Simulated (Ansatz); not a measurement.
```yaml
crystal:
  periodic: [false, false, false]
  atoms:
    - {symbol: Al, position_ang: [-0.643246, -0.324221, 2.256852]}
    - {symbol: Al, position_ang: [1.575752, 2.171968, -1.343214]}
    - {symbol: Al, position_ang: [-0.768712, -2.382553, 0.689131]}
    - {symbol: Al, position_ang: [-0.776119, 0.537243, -0.539938]}
    - {symbol: Sb, position_ang: [1.069176, 1.616121, 1.334018]}
    - {symbol: Sb, position_ang: [-2.836355, -0.719426, 0.336243]}
    - {symbol: Sb, position_ang: [1.669702, -0.923463, -0.065905]}
    - {symbol: Sb, position_ang: [0.709780, 0.024332, -2.667178]}
basis:
  gaussian: {orbitals: def2-TZVP, initial_orbitals: start.molden}
hamiltonian: {xc: {name: wB97M-V}}
scf: {omitted_lower_state_checks: [starts]}
output: {orbitals: {seedname: orbitals}}
```

The file start.molden holds the orbitals of an earlier run on this structure, at another level or in another basis.

```sh
$ ansatz run in.yaml --threads 4 --pin off --events-out ev --progress --plain --max-ram 4787MiB
```

Task: Does this run fit into the memory that it is given?

Result: No. It has 348 basis functions, and Ansatz plans for 6 GiB where 5 GiB are given.
